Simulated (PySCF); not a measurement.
PySCF 2.14 output of an unrestricted r2SCAN calculation on a single atom or ion in x2c-TZVPPall (11s7p7d4f2g, 113 functions), with the spin-free X2C one-electron Hamiltonian (Gaussian nucleus):

```
SCF conv_tol = 1e-09
number electrons alpha = 36  beta = 34
    J. W. Furness, A. D. Kaplan, J. Ning, J. P. Perdew, and J. Sun.,  J. Phys. Chem. Lett. 11, 8208-8215 (2020)
    J. W. Furness, A. D. Kaplan, J. Ning, J. P. Perdew, and J. Sun.,  J. Phys. Chem. Lett. 11, 9248-9248 (2020)
    J. W. Furness, A. D. Kaplan, J. Ning, J. P. Perdew, and J. Sun.,  J. Phys. Chem. Lett. 11, 8208-8215 (2020)
    J. W. Furness, A. D. Kaplan, J. Ning, J. P. Perdew, and J. Sun.,  J. Phys. Chem. Lett. 11, 9248-9248 (2020)
cycle= 1 E= -14059.6441879046  delta_E= -0.0111  |g|= 0.658  |ddm|= 0.529
cycle= 2 E= -14059.5162662115  delta_E= 0.128  |g|= 1.47  |ddm|= 0.556
cycle= 3 E= -14059.6786224256  delta_E= -0.162  |g|= 0.0321  |ddm|= 0.392
cycle= 4 E= -14059.6787278321  delta_E= -0.000105  |g|= 0.00182  |ddm|= 0.0197
cycle= 5 E= -14059.6787303479  delta_E= -2.52e-06  |g|= 0.000697  |ddm|= 0.00644
cycle= 6 E= -14059.678730781  delta_E= -4.33e-07  |g|= 0.000369  |ddm|= 0.00325
cycle= 7 E= -14059.6787308499  delta_E= -6.89e-08  |g|= 1.7e-05  |ddm|= 0.00158
cycle= 8 E= -14059.6787308503  delta_E= -4.4e-10  |g|= 3.55e-06  |ddm|= 0.000107
converged SCF energy = -14059.6787308503  <S^2> = 2.0042881  2S+1 = 3.0028574
```

The run itself started from symmetry-adapted Hartree-Fock orbitals and held the occupation by maximum overlap, on a logarithmic radial grid, so the iterations belong to that start.

Problem. Which element, charge and spin multiplicity is this?

Solution. Yb (ytterbium, neutral), multiplicity 3; the state was [Xe] 4f13 5d1 6s2, one real determinant (an excited configuration).

⟨L²⟩ = 18.09 against 30 for a pure H term, so this real determinant mixes terms. Spin-orbit coupling, absent here, splits the open shell strongly.
